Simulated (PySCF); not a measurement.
# Correlation energy of Sr²⁵⁺ (strontium, charge +25)

[Ne] 3s2 3p1, 2P determinant. Calculation: PySCF 2.14, in an uncontracted even-tempered set (18 s from 2.7 bohr⁻², ratio 2.5; 12 p from 3.5 bohr⁻², ratio 2.5; 5 d from 15 bohr⁻², ratio 2.7; 4 f from 23 bohr⁻², ratio 2.7); the spin-free X2C one-electron Hamiltonian (Gaussian nucleus). Frozen: 1s2; 11 electrons correlated; the 22 highest virtual orbitals of each spin left out.

```tsv
level	correlation energy (mhartree)
CCSD	-480.84
(T)	-1.77
CCSD(T)	-482.61
```

Diagnostics: T1 = 0.0014, D1 = 0.0063, largest double amplitude 0.073.

Is a single reference adequate?

Mostly. T1 lies below 0.03, but a double amplitude of this size points to a near-degeneracy that CCSD handles and MP2 describes poorly.

At this charge the one-electron X2C treatment keeps the bare 1/r₁₂, with no two-electron picture change or Breit term. The effect here is smaller than on the frozen 1s shell; and a scalar Hamiltonian misses the large spin-orbit splitting of the p shells, which matters for ns² → np² pairs.
